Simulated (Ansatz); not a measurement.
Reaction (cleavage of the Si–Si bond): `C[SiH](F)[SiH2]N` + `[OH][GeH3]` → `N[SiH2][O][GeH3]` + `C[SiH2]F`

Computed with Ansatz on PBE0-D4/def2-TZVP structures; ΔE is electronic, products minus reactants. CCSD(T)/CBS is the MP2 limit (def2-TZVPP, def2-QZVPP) plus CCSD(T) − MP2 in def2-TZVPP, frozen cores. For Ge outer-core shells are correlated without core-valence functions, which leaves a few kJ/mol of doubt a bond. Scalar relativity is left out up to krypton. One conformer a species, not always the lowest.

```tsv
level	ΔE (kcal/mol)
CCSD/def2-TZVPP	-34.9
HF/def2-QZVPP	-40.4
```

(1) What does CCSD(T)/CBS give? (Best estimate.)

Largest T1 diagnostic among the species: 0.012.

Results:

(1) Ansatz gave: -33.8 kcal/mol. The listed levels differ from it by -1.1, -6.6 kcal/mol.

In def2-TZVPP, CCSD(T) changes the Hartree–Fock value by +5.6 kcal/mol (the triples alone add +0.7 kcal/mol) and MP2 by +3.9 kcal/mol. From PBE to PBE0 (25 % exact exchange), in def2-TZVPP and without D4, ΔE moves by −2.3 kcal/mol.
